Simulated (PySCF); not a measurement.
## Two-component Hartree-Fock for Tb⁴⁰⁺ (terbium, charge +40)

Start: [Ar] 3d7; 3d3/2 filled at m_j = -3/2, -1/2, +1/2, +3/2; 3d5/2 filled at m_j = +1/2, +3/2, +5/2. Calculated with PySCF 2.14 in an even-tempered Gaussian basis (16 s from 8.5 bohr⁻², ratio 2.8; 12 p from 11 bohr⁻², ratio 2.8; 8 d from 11 bohr⁻², ratio 2.8; 3 f from 40 bohr⁻², ratio 3): generalised Hartree-Fock with the X2C-1e Hamiltonian and a Gaussian nucleus; one run each with spin-orbit coupling (SO) switched off, then screened by Boettger's factors.

```csv
spinor shell,electrons,"ε, spin-free (eV)","ε, screened SO (eV)",weight of nominal j (screened SO),"rms radius, screened SO (bohr)"
1s1/2,2,-54264.9,-54252.9,1.000,0.0245
2s1/2,2,-10737.9,-10733.3,1.000,0.0986
2p1/2,2,-9763.2,-10298.2,1.000,0.0843
2p3/2,4,-9763.2,-9532.2,1.000,0.0906
3s1/2,2,-3766.8,-3765.5,1.000,0.247
3p1/2,2,-3456.7,-3586.4,0.999,0.237
3d3/2,4,-3100.7,-3120.2,0.977,0.218
3d5/2,3,-3100.7,-3083.8,0.979,0.221
```

Where does 3p3/2 lie, and what is the 3p spin-orbit splitting (screened SO)?

At -3399.8 eV, 186.69 eV above 3p1/2.

```
   quantity     spin-free   screened SO
E (hartree)  -10561.80937  -10571.09270
        M_J           9/2           9/2
       ⟨J²⟩        24.750        24.751
       ⟨L²⟩        12.000        15.332
       ⟨S²⟩         3.750         2.693
```

Each row is a mean over spinors that exchange with the open shell spreads, by up to 37.130 eV (3p3/2).

Breit and QED terms are absent; they matter most for the inner s and p1/2 levels.

Densities and radii are taken from the X2C orbitals without a picture-change correction, which distorts them close to the nucleus.

Without spin-orbit coupling the j labels of p, d and f shells carry no meaning; the spin-free column gives the mean over the occupied spinors of each nl shell.
